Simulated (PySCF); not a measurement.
Correlation energy of Cl⁺ (chlorine, charge +1)

Starting occupation: [Ne] 3s2 3p4, 3p1/2 with m_j = +1/2, 3p3/2 with m_j = -1/2, +1/2, +3/2. Calculation: PySCF 2.14, in x2c-TZVPall-2c (5s6p2d1f, 40 functions); X2C-1e with screened-nucleus spin-orbit coupling, Gaussian nucleus. Frozen: [Ne]; 6 electrons correlated; the 6 highest virtual spinors left out.

MP2 pair energies summed by pair of shells (mhartree):

```csv
pair,energy,share (%)
3p-3p,-58.91,46.6
3p-3s,-58.39,46.1
3s-3s,-9.22,7.3
```

Total MP2 correlation energy: -126.53 mhartree.

The GHF reference relaxed away from the jj start to a determinant that is no pure jj level (⟨S²⟩ = 2.00, ⟨J²⟩ = 6.01); the energies belong to that determinant.
